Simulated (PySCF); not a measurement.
C4H10AlClO (SMILES CC(C)[O][Al]([CH3])[Cl]), singlet, at a GFN2-xTB geometry (such geometries of metal compounds can be far from the true shape); CASSCF(6,4)/STO-3G in PySCF.

Input for PySCF:
```python
from pyscf import gto, scf, mcscf
import numpy

mol = gto.M(
    atom='''
Al    0.176883    0.638801    0.810079
Cl    1.980700    1.546940    0.530901
C    -0.807248    0.720959    2.541119
H    -1.003672   -0.279337    2.929152
H    -1.779183    1.200653    2.417797
H    -0.255314    1.273897    3.300545
O    -0.495654   -0.167504   -0.458413
C    -1.061687   -0.967116   -1.455417
C    -1.837807   -2.117164   -0.818240
C     0.032357   -1.486834   -2.385444
H    -1.757547   -0.340404   -2.032575
H    -1.157453   -2.741472   -0.242933
H    -2.317003   -2.720977   -1.584123
H    -2.596731   -1.721980   -0.147388
H     0.582628   -0.650545   -2.809955
H     0.726351   -2.106835   -1.821706
H    -0.401914   -2.074433   -3.189960
''',
    basis='sto-3g',
    charge=0,
    spin=0,
    verbose=4,
)

mf = scf.RHF(mol)
mf.kernel()
mc = mcscf.CASSCF(mf, 4, 6)
mc.fix_spin_(ss=0.0)
mc.kernel()
occ = numpy.linalg.eigvalsh(mc.fcisolver.make_rdm1(mc.ci, mc.ncas, mc.nelecas))[::-1]
ss = mc.fcisolver.spin_square(mc.ci, mc.ncas, mc.nelecas)[0]
print('natural occupations', occ.round(4), ' <S^2>', round(ss, 4))
```

The log (banner, timings and long lists left out):

```
PySCF version 2.14.0

[INPUT] verbose = 4
[INPUT] num. atoms = 17
[INPUT] num. electrons = 72
[INPUT] charge = 0
[INPUT] spin (= nelec alpha-beta = 2S) = 0
[INPUT] symmetry False subgroup None
[INPUT] Mole.unit = angstrom
[INPUT] Symbol           X                Y                Z      unit          X                Y                Z       unit  Magmom
[...]
nuclear repulsion = 428.703231135103
number of shells = 35
number of NR pGTOs = 159
number of NR cGTOs = 53
basis = sto-3g
ecp = {}

******** <class 'pyscf.scf.hf.RHF'> ********
method = RHF
initial guess = minao
damping factor = 0
level_shift factor = 0
DIIS = <class 'pyscf.scf.diis.CDIIS'>
diis_start_cycle = 1
diis_space = 8
diis_damp = 0
SCF conv_tol = 1e-09
SCF conv_tol_grad = None
SCF max_cycles = 50
direct_scf = True
direct_scf_tol = 1e-13
Set gradient conv threshold to 3.16228e-05
Initial guess from minao.
init E= -923.392204450598
[...]
cycle= 1 E= -922.928706499771  delta_E= 0.463  |g|= 0.55  |ddm|= 4.73
[...]
cycle= 2 E= -923.036360427253  delta_E= -0.108  |g|= 0.183  |ddm|= 1.04
[...]
cycle= 3 E= -923.047707346901  delta_E= -0.0113  |g|= 0.0363  |ddm|= 0.29
[...]
cycle= 4 E= -923.04840802823  delta_E= -0.000701  |g|= 0.00473  |ddm|= 0.0857
[...]
cycle= 5 E= -923.048420181884  delta_E= -1.22e-05  |g|= 0.00127  |ddm|= 0.0103
[...]
cycle= 6 E= -923.048421113547  delta_E= -9.32e-07  |g|= 0.000217  |ddm|= 0.00294
[...]
cycle= 7 E= -923.048421143971  delta_E= -3.04e-08  |g|= 4.3e-05  |ddm|= 0.000535
[...]
cycle= 8 E= -923.048421145295  delta_E= -1.32e-09  |g|= 1.09e-05  |ddm|= 0.000111
[...]
cycle= 9 E= -923.048421145383  delta_E= -8.75e-11  |g|= 2.91e-06  |ddm|= 3.18e-05
[...]
Extra cycle  E= -923.048421145385  delta_E= -1.82e-12  |g|= 1.07e-06  |ddm|= 6.18e-06
converged SCF energy = -923.048421145385

******** <class 'pyscf.mcscf.mc1step.CASSCF'> ********
CAS (3e+3e, 4o), ncore = 33, nvir = 16
max_cycle_macro = 50
max_cycle_micro = 4
conv_tol = 1e-07
conv_tol_grad = None
orbital rotation max_stepsize = 0.02
orbital rotation threshold for CI restart = 0.01
augmented hessian ah_max_cycle = 30
augmented hessian ah_conv_tol = 1e-12
augmented hessian ah_linear dependence = 1e-14
augmented hessian ah_level shift = 1e-08
augmented hessian ah_start_tol = 2.5
augmented hessian ah_start_cycle = 3
augmented hessian ah_grad_trust_region = 3
kf_trust_region = 3
kf_interval = 4
ci_response_space = 4
ci_grad_trust_region = 3
with_dep4 0
natorb = False
canonicalization = True
sorting_mo_energy = False
[...]
CASCI E = -923.049950733615  S^2 = 0.0000000
[...]
macro iter  40 (  7 JK    2 micro), CASSCF E = -923.065491664829  dE = -2.40720349e-05  S^2 = 0.0000000
               |grad[o]|=0.00134  |grad[c]|=0.0244  |ddm|=0.00174  |maxRot[o]|=0.0671
macro iter  41 (  7 JK    2 micro), CASSCF E = -923.065511050701  dE = -1.93858720e-05  S^2 = 0.0000000
               |grad[o]|=0.000962  |grad[c]|=0.0183  |ddm|=0.00204  |maxRot[o]|=0.0691
macro iter  42 (  7 JK    2 micro), CASSCF E = -923.065523355288  dE = -1.23045876e-05  S^2 = 0.0000000
               |grad[o]|=0.000937  |grad[c]|=0.0118  |ddm|=0.00201  |maxRot[o]|=0.0695
macro iter  43 (  6 JK    1 micro), CASSCF E = -923.065526315538  dE = -2.96025030e-06  S^2 = 0.0000000
               |grad[o]|=0.000563  |grad[c]|=0.00281  |ddm|=0.000475  |maxRot[o]|=0.0374
macro iter  44 (  7 JK    2 micro), CASSCF E = -923.065529470756  dE = -3.15521720e-06  S^2 = 0.0000000
               |grad[o]|=0.00121  |grad[c]|=0.0048  |ddm|=9.31e-05  |maxRot[o]|=0.037
macro iter  45 (  4 JK    1 micro), CASSCF E = -923.065529768998  dE = -2.98242639e-07  S^2 = 0.0000000
               |grad[o]|=0.000263  |grad[c]|=0.0002  |ddm|=9.65e-05  |maxRot[o]|=0.00848
macro iter  46 ( 12 JK    3 micro), CASSCF E = -923.065525601621  dE =  4.16737748e-06  S^2 = 0.0000000
               |grad[o]|=0.0012  |grad[c]|=0.0135  |ddm|=0.000582  |maxRot[o]|=0.0897
macro iter  47 ( 21 JK    4 micro), CASSCF E = -923.065527232397  dE = -1.63077573e-06  S^2 = 0.0000000
               |grad[o]|=0.000578  |grad[c]|=0.000645  |ddm|=7.83e-05  |maxRot[o]|=0.0104
macro iter  48 (  7 JK    2 micro), CASSCF E = -923.065529700971  dE = -2.46857485e-06  S^2 = 0.0000000
               |grad[o]|=0.000376  |grad[c]|=0.00116  |ddm|=0.000181  |maxRot[o]|=0.0383
macro iter  49 ( 17 JK    4 micro), CASSCF E = -923.065524409708  dE =  5.29126373e-06  S^2 = 0.0000000
               |grad[o]|=0.000306  |grad[c]|=0.00642  |ddm|=0.000797  |maxRot[o]|=0.0809
macro iter  50 ( 21 JK    4 micro), CASSCF E = -923.065524519603  dE = -1.09895382e-07  S^2 = 0.0000000
               |grad[o]|=0.000731  |grad[c]|=0.000412  |ddm|=3.7e-05  |maxRot[o]|=0.00113
1-step CASSCF not converged,  50 macro (522 JK 129 micro) steps
CASSCF canonicalization
Density matrix diagonal elements [1.99557698 1.98698796 1.99873661 0.01869845]
CASSCF energy = -923.065524519603
CASCI E = -923.065524519603  E(CI) = -12.2582036646015  S^2 = 0.0000000
natural occupations [1.9996 1.9993 1.9831 0.018 ]  <S^2> 0.0
```

The run did not converge; its last values are not results.
